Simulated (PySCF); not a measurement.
Species: BF₄H₂P.
Atom-mapped SMILES: `[F:1][PH2+:2][B-:3]([F:4])([F:5])[F:6]` (hydrogens: H7, H8 on P2)

Geometry (PBE0-D3(BJ)/def2-SVP, Å), atoms numbered from 1 in this order:
```
atom  x, y, z in Å
F1     1.818    1.370    0.002
P2     0.956    0.022    0.010
B3    -1.275    0.022   -0.042
F4    -1.612    0.709    1.061
F5    -1.577    0.570   -1.228
F6    -1.359   -1.331    0.040
H7     1.590   -0.723   -1.021
H8     1.513   -0.658    1.126
```

Method: core-valence-separated Tamm–Dancoff BHandHLYP/aug-pcX-1 (pcseg-1 on H, def2-SVPD on P) in PySCF, non-relativistic, gas phase, PBE0-D3(BJ)/def2-SVP geometry.

Computed fluorine K-edge spectrum, Gaussian lines of 0.5 eV full width, highest printed point 100; it ends one width below the last computed root. The energies are unshifted.

```csv
photon energy (eV),absorption
683.4,2
683.5,6
683.6,15
683.7,34
683.8,61
683.9,87
684.0,100
684.1,92
684.2,69
684.3,45
684.4,30
684.5,28
684.6,30
684.7,32
684.8,28
684.9,20
685.0,14
685.1,10
685.2,11
685.3,13
685.4,14
685.5,13
685.6,10
685.7,9
685.8,13
685.9,24
686.0,40
686.1,55
686.2,67
686.3,74
686.4,79
686.5,83
686.6,83
686.7,80
686.8,76
686.9,76
687.0,78
687.1,78
687.2,74
```

**Question.** Where are the maxima, and which lines make them up?

**Answer.** 5 maxima:
- 684.0 eV: F1 (phosphorus-bound fluorine), 684.01 eV, f = 0.027, 100 % of the height at the exact maximum
- 684.7 eV: F6 (boron-bound fluorine), 684.69 eV, f = 0.008, 98 % of the height at the exact maximum
- 685.4 eV: F4/F5 (boron-bound fluorine), 685.39 eV, f = 0.004, sum of 2, 99 % of the height at the exact maximum
- 686.6 eV: F4/F5 (boron-bound fluorine), 686.57 eV, f = 0.016, sum of 2, 71 % of the height at the exact maximum; F4/F5 (boron-bound fluorine), 686.17 eV, f = 0.014, sum of 2, 13 % of the height at the exact maximum
- 687.0 eV: F1 (phosphorus-bound fluorine), 687.17 eV, f = 0.009, 37 % of the height at the exact maximum; F6 (boron-bound fluorine), 687.00 eV, f = 0.005, 25 % of the height at the exact maximum; F6 (boron-bound fluorine), 686.89 eV, f = 0.003, 13 % of the height at the exact maximum; F4/F5 (boron-bound fluorine), 686.96 eV, f = 0.003, sum of 2, 12 % of the height at the exact maximum

Roots within 0.03 eV on the same or equivalent atoms count as one line; shares under 12 % aren't listed.

Vibrational structure and lifetime widths aren't in the curve. The ionisation threshold wasn't computed; near and above it a finite basis only mimics Rydberg series and continuum.
